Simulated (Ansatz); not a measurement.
The cluster WS₂. The state is a quintet with charge 0. Geometry PBE-D4/def2-TZVP.

```xyz
3

W     0.432    0.382    0.070
S     0.428   -0.579   -1.901
S    -0.860    0.197    1.831
```

In the def2 sets W takes a core potential; there is no spin–orbit coupling. At HF/def2-TZVP the charge 0 quintet is spin-contaminated (final ⟨S²⟩ up to 6.58, 6.00 for a pure state). At PBE0-D4/def2-TZVP a triplet of charge 0 lies 1.68 eV below the quintet, each at its own geometry. The structure comes from a short search, and lower isomers may exist.

(1) Estimate the α-spin orbital energies around the gap (eV) in Ansatz with HF/def2-TZVP, BLYP-D4/def2-TZVP, B97M-V/def2-TZVP, r2SCAN0-D4/def2-TZVP, ωB97M-V/def2-TZVP.

## Answers

(1) 
```json
{"orbital": "HOMO−13", "HF/def2-TZVP": "-55.73", "BLYP-D4/def2-TZVP": "-43.08", "B97M-V/def2-TZVP": "-45.33", "r2SCAN0-D4/def2-TZVP": "-47.46", "ωB97M-V/def2-TZVP": "-49.23"}
{"orbital": "HOMO−12", "HF/def2-TZVP": "-55.39", "BLYP-D4/def2-TZVP": "-42.79", "B97M-V/def2-TZVP": "-45.21", "r2SCAN0-D4/def2-TZVP": "-47.34", "ωB97M-V/def2-TZVP": "-49.10"}
{"orbital": "HOMO−11", "HF/def2-TZVP": "-55.01", "BLYP-D4/def2-TZVP": "-42.66", "B97M-V/def2-TZVP": "-45.07", "r2SCAN0-D4/def2-TZVP": "-47.32", "ωB97M-V/def2-TZVP": "-49.00"}
{"orbital": "HOMO−10", "HF/def2-TZVP": "-26.63", "BLYP-D4/def2-TZVP": "-17.57", "B97M-V/def2-TZVP": "-18.79", "r2SCAN0-D4/def2-TZVP": "-20.55", "ωB97M-V/def2-TZVP": "-23.20"}
{"orbital": "HOMO−9", "HF/def2-TZVP": "-23.07", "BLYP-D4/def2-TZVP": "-17.03", "B97M-V/def2-TZVP": "-18.23", "r2SCAN0-D4/def2-TZVP": "-19.90", "ωB97M-V/def2-TZVP": "-21.44"}
{"orbital": "HOMO−8", "HF/def2-TZVP": "-14.32", "BLYP-D4/def2-TZVP": "-9.38", "B97M-V/def2-TZVP": "-9.97", "r2SCAN0-D4/def2-TZVP": "-11.35", "ωB97M-V/def2-TZVP": "-13.36"}
{"orbital": "HOMO−7", "HF/def2-TZVP": "-13.92", "BLYP-D4/def2-TZVP": "-8.20", "B97M-V/def2-TZVP": "-8.75", "r2SCAN0-D4/def2-TZVP": "-9.88", "ωB97M-V/def2-TZVP": "-12.35"}
{"orbital": "HOMO−6", "HF/def2-TZVP": "-12.74", "BLYP-D4/def2-TZVP": "-7.91", "B97M-V/def2-TZVP": "-8.41", "r2SCAN0-D4/def2-TZVP": "-9.53", "ωB97M-V/def2-TZVP": "-11.90"}
{"orbital": "HOMO−5", "HF/def2-TZVP": "-11.70", "BLYP-D4/def2-TZVP": "-7.57", "B97M-V/def2-TZVP": "-8.09", "r2SCAN0-D4/def2-TZVP": "-9.31", "ωB97M-V/def2-TZVP": "-11.14"}
{"orbital": "HOMO−4", "HF/def2-TZVP": "-11.10", "BLYP-D4/def2-TZVP": "-7.37", "B97M-V/def2-TZVP": "-7.85", "r2SCAN0-D4/def2-TZVP": "-9.16", "ωB97M-V/def2-TZVP": "-10.55"}
{"orbital": "HOMO−3", "HF/def2-TZVP": "-10.72", "BLYP-D4/def2-TZVP": "-7.16", "B97M-V/def2-TZVP": "-7.67", "r2SCAN0-D4/def2-TZVP": "-8.82", "ωB97M-V/def2-TZVP": "-10.42"}
{"orbital": "HOMO−2", "HF/def2-TZVP": "-10.46", "BLYP-D4/def2-TZVP": "-5.80", "B97M-V/def2-TZVP": "-6.25", "r2SCAN0-D4/def2-TZVP": "-7.85", "ωB97M-V/def2-TZVP": "-9.66"}
{"orbital": "HOMO−1", "HF/def2-TZVP": "-9.76", "BLYP-D4/def2-TZVP": "-4.96", "B97M-V/def2-TZVP": "-5.55", "r2SCAN0-D4/def2-TZVP": "-6.93", "ωB97M-V/def2-TZVP": "-8.87"}
{"orbital": "HOMO", "HF/def2-TZVP": "-8.87", "BLYP-D4/def2-TZVP": "-4.83", "B97M-V/def2-TZVP": "-5.40", "r2SCAN0-D4/def2-TZVP": "-6.76", "ωB97M-V/def2-TZVP": "-8.56"}
{"orbital": "LUMO", "HF/def2-TZVP": "-0.03", "BLYP-D4/def2-TZVP": "-3.62", "B97M-V/def2-TZVP": "-3.74", "r2SCAN0-D4/def2-TZVP": "-3.07", "ωB97M-V/def2-TZVP": "-0.97"}
{"orbital": "LUMO+1", "HF/def2-TZVP": "0.89", "BLYP-D4/def2-TZVP": "-3.17", "B97M-V/def2-TZVP": "-3.31", "r2SCAN0-D4/def2-TZVP": "-2.64", "ωB97M-V/def2-TZVP": "-0.66"}
{"orbital": "LUMO+2", "HF/def2-TZVP": "1.84", "BLYP-D4/def2-TZVP": "-1.34", "B97M-V/def2-TZVP": "-1.49", "r2SCAN0-D4/def2-TZVP": "-0.90", "ωB97M-V/def2-TZVP": "0.90"}
{"orbital": "LUMO+3", "HF/def2-TZVP": "2.49", "BLYP-D4/def2-TZVP": "-0.55", "B97M-V/def2-TZVP": "-0.68", "r2SCAN0-D4/def2-TZVP": "-0.10", "ωB97M-V/def2-TZVP": "1.58"}
{"orbital": "LUMO+4", "HF/def2-TZVP": "3.44", "BLYP-D4/def2-TZVP": "0.88", "B97M-V/def2-TZVP": "0.84", "r2SCAN0-D4/def2-TZVP": "1.77", "ωB97M-V/def2-TZVP": "2.71"}
{"orbital": "LUMO+5", "HF/def2-TZVP": "4.98", "BLYP-D4/def2-TZVP": "1.79", "B97M-V/def2-TZVP": "1.83", "r2SCAN0-D4/def2-TZVP": "2.80", "ωB97M-V/def2-TZVP": "4.02"}
{"orbital": "β HOMO", "HF/def2-TZVP": "-10.60", "BLYP-D4/def2-TZVP": "-6.87", "B97M-V/def2-TZVP": "-7.23", "r2SCAN0-D4/def2-TZVP": "-8.02", "ωB97M-V/def2-TZVP": "-9.83"}
{"orbital": "β LUMO", "HF/def2-TZVP": "-1.21", "BLYP-D4/def2-TZVP": "-6.46", "B97M-V/def2-TZVP": "-6.57", "r2SCAN0-D4/def2-TZVP": "-5.90", "ωB97M-V/def2-TZVP": "-4.24"}
```
